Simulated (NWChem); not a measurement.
System: SiH$_{4}$S$_{2}$; SMILES S[SiH2]S

NWChem input:

```
start job
memory heap 200 mb stack 900 mb global 1100 mb
geometry units angstroms noautosym nocenter noautoz
  Si     0.000000     0.000000    -0.722600
  S      1.824916     0.051381     0.426483
  S     -1.824916    -0.051381     0.426483
  H      0.102166     1.220343    -1.557501
  H     -0.102166    -1.220343    -1.557501
  H      1.628297    -1.111258     1.086723
  H     -1.628297     1.111258     1.086723
end
basis spherical
  * library 6-31g*
end
dft
  xc pbe0
  iterations 150
end
property
  efieldgrad
end
task dft property
```

Output (shortened):

```
             Northwest Computational Chemistry Package (NWChem) 7.3.0
             --------------------------------------------------------

                             Geometry "geometry" -> ""
                             -------------------------

 Output coordinates in angstroms (scale by  1.889725989 to convert to a.u.)

  No.       Tag          Charge          X              Y              Z
 ---- ---------------- ---------- -------------- -------------- --------------
    1 Si                  14.0000     0.00000000     0.00000000    -0.72260000
    2 S                   16.0000     1.82491600     0.05138100     0.42648300
    3 S                   16.0000    -1.82491600    -0.05138100     0.42648300
    4 H                    1.0000     0.10216600     1.22034300    -1.55750100
    5 H                    1.0000    -0.10216600    -1.22034300    -1.55750100
    6 H                    1.0000     1.62829700    -1.11125800     1.08672300
    7 H                    1.0000    -1.62829700     1.11125800     1.08672300

 Effective nuclear repulsion energy (a.u.)     192.0891869369

                              NWChem Property Module
                              ----------------------

  itol2e modified to match energy
  convergence criterion.

                                 NWChem DFT Module
                                 -----------------

 Summary of "ao basis" -> "ao basis" (spherical)
 ------------------------------------------------------------------------------
       Tag                 Description            Shells   Functions and Types
 ---------------- ------------------------------  ------  ---------------------
 Si                          6-31g*                  8       18   4s3p1d
 S                           6-31g*                  8       18   4s3p1d
 H                           6-31g*                  2        2   2s

  itol2e modified to match energy
  convergence criterion.

[...]

          -----------------------
          Electric field gradient
          -----------------------

 1 a.u. = 0.324123 10**(16) esu/cm**3  ( or statvolts/cm**2 ) = 0.97174 10**(22) v/m**2

 ------------------------------------------------------------
   Atom      X         Y         Z
 ------------------------------------------------------------
    1 Si   0.00000   0.00000  -1.36552
 ------------------------------------------------------------

 Electric field gradient in molecular frame (a.u.)
         XX             YY             ZZ             XY             XZ             YZ
 ------------------------------------------------------------------------------------------
       -0.389905       0.449441      -0.059536       0.074372      -0.000000       0.000000

 Principal components (a.u.) and orientation
 of principal axis w.r.t. absolute frame                      Asymmetry parameter eta
 --------------------------------------------------------------------------------------
        0.455980      -0.396444      -0.059536                       0.738864

        0.087584       0.996157      -0.000000
        0.996157      -0.087584      -0.000000
        0.000000       0.000000       1.000000

 ------------------------------------------------------------
   Atom      X         Y         Z
 ------------------------------------------------------------
    2 S    3.44859   0.09710   0.80594
 ------------------------------------------------------------

 Electric field gradient in molecular frame (a.u.)
         XX             YY             ZZ             XY             XZ             YZ
 ------------------------------------------------------------------------------------------
        0.081776      -0.445866       0.364090      -0.239797      -0.973017       1.471823

 Principal components (a.u.) and orientation
 of principal axis w.r.t. absolute frame                      Asymmetry parameter eta
 --------------------------------------------------------------------------------------
        1.949362      -1.674355      -0.275007                       0.717849

       -0.449804      -0.258155       0.855004
        0.499845       0.720587       0.480530
        0.740157      -0.643514       0.195085

 ------------------------------------------------------------
   Atom      X         Y         Z
 ------------------------------------------------------------
    3 S   -3.44859  -0.09710   0.80594
 ------------------------------------------------------------

 Electric field gradient in molecular frame (a.u.)
         XX             YY             ZZ             XY             XZ             YZ
 ------------------------------------------------------------------------------------------
        0.081776      -0.445866       0.364090      -0.239797       0.973017      -1.471823

 Principal components (a.u.) and orientation
 of principal axis w.r.t. absolute frame                      Asymmetry parameter eta
 --------------------------------------------------------------------------------------
        1.949362      -1.674355      -0.275007                       0.717849

        0.449804      -0.258155       0.855004
       -0.499845       0.720587       0.480530
        0.740157       0.643514      -0.195085

 ------------------------------------------------------------
   Atom      X         Y         Z
 ------------------------------------------------------------
    4 H    0.19307   2.30611  -2.94325
 ------------------------------------------------------------

[...]
```

Level: PBE0/6-31G* (spherical d). Geometry: optimised at B3LYP/6-31G* (spherical d). NWChem prints the field gradient with the sign opposite to the second derivative of the potential.
